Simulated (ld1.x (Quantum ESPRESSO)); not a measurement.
boron, TM: configuration errors across variants

boron (B), norm-conserving Troullier–Martins (Kleinman–Bylander form), made with ld1.x (Quantum ESPRESSO) 7.5 (LDA (PZ), non-relativistic). Core [He], reference 2s2 2p1. Waves: 2s (bound): rc 1.70 bohr; 2p (bound): rc 3.00 bohr. Local part: all-electron potential smoothed inside 1.85 bohr (lloc = -1). Core correction: a·sin(br)/r model core, default radius (core density twice the valence density).

All-electron excitation energies from the reference (eV): (1) 2s2 2p0 8.329; (2) 2s1 2p0 33.626; (3) 2s2 2p0.5 2.944; (4) 2s2 2p1.3 -0.773; (5) 2s1 2p2 5.680; (6) 2s0 2p3 11.388; (7) 2s1 2p1 14.278; (8) 2s2 2p1 spin -0.235; (9) 2s1 2p0 spin 32.898.

Spin tests fill each open shell by Hund’s rule, majority spin first.

The default core radius of the base comes out at 0.69 bohr.

3 further variants failed, have other tests or another functional or relativity, and are left out.

Errors AE − PS in meV (a dash: test not solved or not reliable):

| change | (1) | (2) | (3) | (4) | (5) | (6) | (7) | (8) | (9) | bound ghosts |
| --- | --- | --- | --- | --- | --- | --- | --- | --- | --- | --- |
| base | +84 | +251 | +12 | +1.1 | -12 | -47 | -42 | +6.6 | +238 | none |
| core correction a·sin(br)/r model core inside 1.54 bohr | +87 | +296 | +12 | +1.1 | -8.7 | -31 | -35 | +15 | +375 | none |
| local potential all-electron potential smoothed inside 3.32 bohr (lloc = -1) | +91 | +284 | +12 | +0.8 | -12 | -48 | -46 | +6.5 | +271 | none |

Give the same row for: wave 2s (bound): rc 1.70 bohr becomes 2s (bound): rc 2.12 bohr.

+92, +246, +13, +1.3, -16, -63, -53, +7.8, +223; bound ghosts: none.
